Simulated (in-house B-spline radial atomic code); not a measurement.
**Ionising Sn VIII (Sn7+) with different functionals**

Computed with a radial B-spline atomic code at the basis-set limit: four-component Dirac-Coulomb Hamiltonian, Fermi nucleus of rms radius 4.6519 fm, spin-restricted, spherical fractional occupations for the functionals, and exact exchange of hybrids averaged over the configuration. The ionisation energy is the difference of two self-consistent energies, [Kr] 4d7 → [Kr] 4d6, without Breit or QED terms; ε is the level of the shell that loses the electron (mean over j). The electron is taken from both j subshells in proportion to 2j + 1, so the result is a j average, not the step between ground levels.

```
   method                    rung  ΔSCF (eV)  -ε(4d) (eV)
    B3LYP           global hybrid     138.21       129.82
BHandHLYP           global hybrid     138.03       133.28
    B97-1           global hybrid     138.14       129.86
    HSE06  range-separated hybrid     138.19       130.00
```

(1) Among the functionals, which spreads more, the ΔSCF values or the orbital energies?

(2) How do they compare with the NIST value?

Answers

(1) The orbital energies: ΔSCF values span about 0.18 eV and the orbital energies 3.46 eV; here energy differences depend much less on the functional than eigenvalues do.

(2) NIST lists 135 eV ± 2.1 (tabulated theory, ground level to ground level). Errors run from +3.03 to +3.21 eV; all lie within about twice that uncertainty, so the table can't rank the methods.
